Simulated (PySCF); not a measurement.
Zn(Me)(OH) (CH4OZn), SMILES [CH3][Zn][OH]. Atoms are numbered in the order given.

```xyz
7

Zn     0.0012    -0.0342     0.0231
C     -0.1799     1.6766    -0.8296
H     -0.9363     2.2805    -0.3242
H     -0.4808     1.5545    -1.8720
H      0.7658     2.2216    -0.8057
O      0.2259    -1.6604     0.7113
H     -0.1130    -1.8080     1.5950
```

Geometry optimised at PBE0-D3(BJ)/def2-TZVP. The isomer is the one that the SMILES or the coordinates give; other isomers of the formula were not compared. One conformer was computed; it need not be the lowest.

All values below come from TDDFT-PBE/def2-SVPD in PySCF.

Vertical excitations. 

Computed lowest excited states:
| state | energy (eV) | λ (nm) | f | main pairs |
|---|---|---|---|---|
| S1 | 5.38 | 231 | 0.028 | HOMO→LUMO 99 % |
| S2 | 5.97 | 208 | 0.001 | HOMO→LUMO+1 100 % |
| S3 | 6.04 | 205 | 0.066 | HOMO−1→LUMO 64 %, HOMO→LUMO+2 32 % |
| S4 | 6.46 | 192 | 0.041 | HOMO−1→LUMO+1 80 % |
| S5 | 6.62 | 187 | 0.003 | HOMO−1→LUMO+2 99 % |
| S6 | 6.71 | 185 | 0.198 | HOMO→LUMO+2 42 %, HOMO−1→LUMO 23 %, HOMO−2→LUMO 16 %, HOMO−1→LUMO+1 10 % |
| S7 | 6.85 | 181 | 0.016 | HOMO−2→LUMO 75 % |
| S8 | 6.93 | 179 | 0.020 | HOMO→LUMO+3 99 % |
| S9 | 7.41 | 167 | 0.011 | HOMO−1→LUMO+3 98 % |
| S10 | 7.57 | 164 | 0.172 | HOMO−2→LUMO+1 88 % |
| T1 | 5.06 | 245 | 0 | HOMO→LUMO 99 % |
| T2 | 5.42 | 229 | 0 | HOMO−1→LUMO 99 % |
| T3 | 5.81 | 214 | 0 | HOMO→LUMO+2 91 % |
| T4 | 5.87 | 211 | 0 | HOMO→LUMO+1 99 % |
Triplets are in the Tamm–Dancoff approximation, which puts them higher than full response would, so one can lie above its singlet here.
